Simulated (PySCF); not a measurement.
Molecule: C2H11BO4Si2, SMILES C[SiH](O[SiH2]OB(O)O)C, singlet. Atoms near the plane z = 0.0 Å, at the GFN2-xTB optimised geometry (x, y, z in Å): Si1 (-0.9, -0.2, 0.0), C2 (1.0, -0.2, 0.0), H10 (-1.4, 1.2, 0.0), H11 (1.4, -1.2, 0.0), H12 (1.4, 0.4, 0.9), H13 (1.4, 0.3, -0.9).

Computed with B3LYP/def2-SVP in PySCF. Cells within 0.4 Å of a nucleus heavier than hydrogen are left out (blank, or x). The values are rescaled to run from 0 to 1.

```
|555555555555555555555555555|
|555555555555555555555555555|
|555555555555555555555555555|
|555555555555555555555555555|
|555555555555555555555555555|
|555555555555555555555555555|
|555555555555555555555555555|
|555555555555555555555555555|
|555555531455555555555555555|
|555555520345555555555555555|
|555555532344555555555555555|
|555555544565555555555555555|
|555555558999544456455555555|
|555555569xxx9442xxx55555555|
|555555569xxx9432xxx55555555|
|5555555599x964445x245555555|
|555555555896555543135555555|
|555555555555555553025555555|
|555555555555555554145555555|
|555555555555555555555555555|
|555555555555555555555555555|
|555555555555555555555555555|
|555555555555555555555555555|
|555555555555555555555555555|
|555555555555555555555555555|
|555555555555555555555555555|
|555555555555555555555555555|
```
Scale: ten equal steps from 0.000 (start of '0') to 1.00 (end of '9'), in the order '0123456789'; x runs from -3.50 to 3.50, y from -3.50 (bottom) to 3.50 (top).

Which quantity is mapped?
(A) an orbital amplitude
(B) log10 of the electron density
(C) Laplacian of the electron density
(D) electron localisation function

C, Laplacian of the electron density. In full: Laplacian of the electron density (e/bohr⁵), clipped to [-1.50, 1.50].
